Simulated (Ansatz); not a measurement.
`CO[SiH2]C#N` + `[CH3]`• → `CO[SiH]C#N`• + CH₄  (hydrogen abstraction from the Si–H bond)

Program: Ansatz. Geometries: PBE0-D4/def2-TZVP. ΔE: electronic, gas phase. CCSD(T)/CBS is the MP2 limit (def2-TZVPP, def2-QZVPP) plus CCSD(T) − MP2 in def2-TZVPP, frozen cores. This one scheme is used for every species. DFT in def2-TZVPP. B3LYP here is the variant with VWN-RPA as its local correlation; programs differ in this. Open shells (•) are unrestricted, without spin–orbit coupling. One conformer a species, not always the lowest.

Problem. Is it downhill or uphill in electronic energy at CCSD(T)/CBS, and by how much? (Best estimate.)

Solution. Ansatz gave: Downhill: ΔE = -0.61 eV.

Problem. What do these levels give: PBE-D4, B97M-V, CAM-B3LYP-D4, B3LYP, CCSD(T)/def2-TZVPP, SCS-MP2/def2-QZVPP? (An estimate is asked.)

Solution. Ansatz gave: PBE-D4 -0.89, B97M-V -0.74, CAM-B3LYP-D4 -0.66, B3LYP -0.71, CCSD(T)/def2-TZVPP -0.61, SCS-MP2/def2-QZVPP -0.52 eV.

Largest T1 diagnostic among the species: 0.019.

In def2-TZVPP, CCSD(T) changes the Hartree–Fock value by −0.33 eV (the triples alone add −0.05 eV) and MP2 by −0.32 eV. Leaving LDA and LC-ωPBE aside and taking each functional with its dispersion term where it has one, the values, not all of them listed here, spread over 0.34 eV, from PBE-D4 to BHLYP-D4. LDA lies −0.18 eV from PBE without D4. From BLYP to BHLYP (50 % exact exchange), in def2-TZVPP and without D4, ΔE moves by +0.24 eV.
